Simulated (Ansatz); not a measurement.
Program: Ansatz. Geometries: PBE0-D4/def2-TZVP. ΔE: electronic, gas phase. CCSD(T)/CBS adds triple-zeta CCSD(T) − MP2 to the extrapolated MP2 energy (def2 sets, frozen cores). This one scheme is used for every species. Functionals use def2-TZVPP. One conformer a species, not always the lowest.

Reaction (ligand exchange at the Si–C bond): `F[Si](F)(F)CS` + CH₃NH₂ → `CN[Si](F)(F)F` + CH₃SH

| level | ΔE (kJ/mol) | difference from CCSD(T)/CBS |
| --- | --- | --- |
| r2SCAN-D4 | -77.1 | 0.4 |
| PBE0-D4 | -73.7 | 3.8 |
| PBE | -69.8 | 7.7 |
| PBE0 | -74.6 | 2.9 |
| HF/def2-TZVPP | -90.8 | -13.3 |
| MP2/def2-TZVPP | -78.5 | -1.0 |
| CCSD(T)/def2-TZVPP | -77.2 | 0.3 |
| HF/def2-QZVPP | -91.6 | -14.1 |
| HF/CBS(def2) | -91.8 | -14.3 |
| MP2/CBS(def2) | -78.7 | -1.2 |
| CCSD(T)/CBS | -77.5 | 0 |

Largest T1 diagnostic among the species: 0.011.

From PBE to PBE0 (25 % exact exchange), in def2-TZVPP and without D4, ΔE moves by −4.8 kJ/mol. In def2-TZVPP, CCSD(T) changes the Hartree–Fock value by +13.6 kJ/mol (the triples alone add +2.2 kJ/mol) and MP2 by +12.3 kJ/mol.
